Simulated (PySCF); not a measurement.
# ORD: SMILES C[C@]1([SiH3])CN[Si@H]1[AsH2], C3H12AsNSi2

Geometry:
```csv
atom,x (Å),y (Å),z (Å)
C1,0.257,1.378,-1.415
C2,0.380,0.245,-0.408
Si3,1.702,0.606,0.903
C4,0.563,-1.131,-1.067
N5,-0.491,-1.829,-0.358
Si6,-1.283,-0.438,0.287
As7,-1.637,-0.636,2.567
H8,-0.004,2.309,-0.915
H9,-0.514,1.163,-2.155
H10,1.197,1.533,-1.945
H11,1.792,-0.513,1.849
H12,1.328,1.831,1.623
H13,3.001,0.800,0.248
H14,1.538,-1.604,-0.901
H15,0.389,-1.084,-2.149
H16,-0.801,-2.726,-0.697
H17,-2.421,0.106,-0.503
H18,-3.110,-0.839,2.347
H19,-1.894,0.838,2.680
```

The calculation used TDDFT CAM-B3LYP/def2-SVPD circular dichroism and optical rotation, one conformer, gas phase (PySCF). Geometry: GFN2-xTB.

The molecule is flexible and this is one conformer; a measurement averages over conformers. The calculation is non-relativistic, which matters for the atoms heavier than Zn.

Stereocentres: C2 R, Si6 S.

Give the optical rotatory dispersion at 633, 589.3, 546, 436, 405, 365, 355 nm.

[α] in deg dm⁻¹ (g/mL)⁻¹:
```
λ (nm)  origin-invariant length gauge  modified velocity gauge  length gauge (centre of mass)  isotropic polarisability (au)
   633                          -29.4                    -31.9                          -30.2                          130.0
 589.3                          -36.1                    -39.1                          -36.9                          130.6
   546                          -45.3                    -49.1                          -46.3                          131.4
   436                          -97.2                   -105.6                          -99.0                          134.8
   405                         -130.1                   -141.3                         -132.3                          136.4
   365                         -206.7                   -224.4                         -209.4                          139.1
   355                         -236.8                   -257.1                         -239.8                          140.0
```

And for the mirror image at 589.3 nm?

+36.1 deg dm⁻¹ (g/mL)⁻¹ (origin-invariant length gauge): the same size and the opposite sign.

What is the molar rotation [Φ] = [α]·M/100 of the geometry above at 589.3 nm?

With M = 193.23 g/mol, -69.7 deg cm² dmol⁻¹ (origin-invariant length gauge).

The first excitation lies at 5.33 eV (233 nm) with R = -21.6 × 10⁻⁴⁰ esu² cm² (velocity form).
